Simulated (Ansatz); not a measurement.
C3H10ClNSi, singlet, geometry from GFN2-xTB, with bond 16-6 at 1.8 times its length; Ansatz (a quantum-chemistry and plane-wave program) with SC-NEVPT2/STO-3G, CASSCF(4,3).

Input for Ansatz:
Ansatz 0.2 input:
```yaml
crystal:
  periodic: [false, false, false]
  atoms:
    - {symbol: Si, position_ang: [1.03248774, -0.16228304, 0.59902618]}
    - {symbol: Cl, position_ang: [1.31134187, -1.51435342, -0.86520228]}
    - {symbol: N, position_ang: [-0.21870614, 0.89479283, 0.09129798]}
    - {symbol: C, position_ang: [-0.44293338, 2.12438653, 0.81442717]}
    - {symbol: C, position_ang: [-1.35939583, 0.45461051, -0.68555770]}
    - {symbol: C, position_ang: [-2.48231706, -0.15243261, 0.15398659]}
    - {symbol: H, position_ang: [2.23459197, 0.65490460, 0.73623439]}
    - {symbol: H, position_ang: [0.78027900, -0.93459036, 1.82310319]}
    - {symbol: H, position_ang: [0.49733356, 2.47793347, 1.22984706]}
    - {symbol: H, position_ang: [-0.83403364, 2.88456561, 0.13430370]}
    - {symbol: H, position_ang: [-1.15259313, 1.99986414, 1.63851284]}
    - {symbol: H, position_ang: [-1.74410503, 1.31508217, -1.24504835]}
    - {symbol: H, position_ang: [-1.01186881, -0.28850340, -1.40553199]}
    - {symbol: H, position_ang: [-3.29068243, -0.48172528, -0.49359093]}
    - {symbol: H, position_ang: [-2.10790292, -1.00901631, 0.70985791]}
    - {symbol: H, position_ang: [-3.19785475, 1.15608133, 1.42150276]}
basis:
  gaussian:
    orbitals: STO-3G
magnetization: {spin_polarized: false}
correlation: {method: sc_nevpt2, electrons: all, active_space: {window: {electrons: 4, orbitals: 3}}}
```

It wrote (shortened):

```
Functional definition: HF
621 factors; integrals over basis functions are off by at most 3.5e-5 eV
mean field evaluation 1: about -24809.3132 eV, gradient 2.3e1 eV
mean field evaluation 2: about -24809.6073 eV, gradient 2.3e1 eV
mean field evaluation 4: about -24811.9572 eV, gradient 2.3e0 eV
mean field evaluation 8: about -24811.9790 eV, gradient 2.8e-2 eV
mean field -24811.97898661 eV, -911.8234095945 hartree, gradient 1.6e-6 eV, S^2 0.000000; 0 other end points of the search recorded, 0 dependent functions left out; unrestricted orbitals would lower it
reference -24811.97898661 eV, -911.8234095945 hartree; 33, 33 occupied and 15, 15 virtual orbitals, 621 factors
state -24814.35258366 eV, -911.9106376772 hartree
state -24814.35258366 eV, -911.9106376772 hartree; corrected -24820.67476161 eV, -912.1429734314 hartree
Total energy: -24820.67476161 eV, -912.1429734314 hartree
```
